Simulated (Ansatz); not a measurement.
Basis-set series for BFH5InSSi (`B[SiH](F)[S][InH2]`). Total charge 0; spin multiplicity 1. In: def2 effective core potential. All single points use the PBE0-D4/def2-TZVP geometry. It is one conformer, not always the lowest.

```csv
functional,basis,functions,energy (Eh),HOMO (eV),LUMO (eV)
PBE0-D4,def2-SVP,115,-1004.88148,-7.40,-1.17
PBE0-D4,def2-TZVPP,266,-1005.29091,-7.39,-1.23
ωB97M-V,def2-SVP,115,-1005.12091,-9.40,0.38
ωB97M-V,def2-TZVPP,266,-1005.53444,-9.43,0.15
```

(1) Give the rows for def2-QZVPP. (Best estimate.)

Results:

(1) Computed: 
```json
{"functional": "PBE0-D4", "basis": "def2-QZVPP", "functions": "486", "energy (Eh)": "-1005.32160", "HOMO (eV)": "-7.40", "LUMO (eV)": "-1.25"}
{"functional": "ωB97M-V", "basis": "def2-QZVPP", "functions": "486", "energy (Eh)": "-1005.56340", "HOMO (eV)": "-9.44", "LUMO (eV)": "0.07"}
```

Positive LUMOs are unbound and depend on the basis.
